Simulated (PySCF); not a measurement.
Compound: vinylcyanodiacetylene, C7H3N.
Numbering: `[CH2:1]=[CH:2][C:3]#[C:4][C:5]#[C:6][C:7]#[N:8]` (hydrogens: H9, H10 on C1; H11 on C2)

Computed geometry: GFN2-xTB, gas phase.

List the bond lengths and angles at this level.

| bond | length (bohr) | order |
| --- | --- | --- |
| C1=C2 | 2.516 | double |
| C2–C3 | 2.645 | single |
| C3≡C4 | 2.298 | triple |
| C4–C5 | 2.537 | single |
| C5≡C6 | 2.304 | triple |
| C6–C7 | 2.556 | single |
| C7≡N8 | 2.177 | triple |
| C1–H9 | 2.035 | single |
| C1–H10 | 2.033 | single |
| C2–H11 | 2.048 | single |

Orders are formal, as drawn. A selection of angles:
| angle | degrees |
| --- | --- |
| C2–C1–H9 | 121.6 |
| C2–C1–H10 | 121.4 |
| H9–C1–H10 | 117.0 |
| C1–C2–C3 | 123.4 |
| C1–C2–H11 | 121.3 |
| C3–C2–H11 | 115.3 |
| C2–C3–C4 | 179.2 |
| C3–C4–C5 | 179.7 |
| C4–C5–C6 | 180.0 |
| C5–C6–C7 | 179.7 |
| C6–C7–N8 | 179.9 |

The 8 heavy atoms lie in one plane (0.003 Å rms). The C–C distances run from 1.216 Å (C3≡C4, drawn triple) to 1.400 Å (C2–C3, drawn single), a spread of 0.184 Å.

Point group: Cs (every atom within 0.08 Å of its image). Not checked by GFN2-xTB frequencies.
